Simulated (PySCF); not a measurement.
**State search for InH**

Unrestricted PBE0; basis In def2-SVP with ECP28, H def2-SVP; scalar-relativistic core potentials; PySCF 2.14. Outer shells of the fragments: In 4d10 5s2 5p1; H 1s1.

Followed along the bond (rough minima from three points):

| 2Ms+1 | unpaired | ⟨S²⟩ at the start | R at minimum (Å) | Te (eV) |
| --- | --- | --- | --- | --- |
| 1 | none | 0.00 | 1.86 | 0.00 |
| 3 | σ ↑, π ↑ | 2.01 | 1.79 | 1.98 |

Solutions found at the starting distance of 1.710 Å, counted from the lowest of them; the search is not exhaustive and high or unbound solutions are not listed, so other states can lie among these:

```
2Ms+1  unpaired   term  E (eV)  ⟨S²⟩  ⟨Lz²⟩  μ (D)
    1      none    ¹Σ⁺    0.00  0.00   0.00   0.07
    3  σ ↑, π ↑     ³Π    1.89  2.01   1.00  -0.25
    1  σ ↑, π ↓  mixed    2.22  1.02   1.00  -0.06
    3      π ↑↑    ³Σ⁻    5.34  2.12   0.00  -0.67
    3      σ ↑↑    ³Σ⁺    5.39  2.00   0.00   1.26
    1      π ↑↓  mixed    5.75  1.00   2.01  -0.79
```

A term symbol is given only where ⟨S²⟩ and ⟨Lz²⟩ are close to those of a pure state; real π, δ and φ orbitals otherwise mix terms. A positive dipole means In(−)H(+).

Question: Compare the gap between the two lowest followed solutions at the starting distance with the gap between their minima.

Answer: At PBE0 the second solution (triplet, unpaired electrons σ ↑, π ↑) lies +1.89 eV from the first (singlet, closed shell) at 1.710 Å and +1.98 eV at the minima; the two curves relax by different amounts, since their minima lie near 1.79 and 1.86 Å.

Spin–orbit coupling is left out. Counting both spins, an empty level lies below a filled one in some of these solutions, because spin and occupation are held.
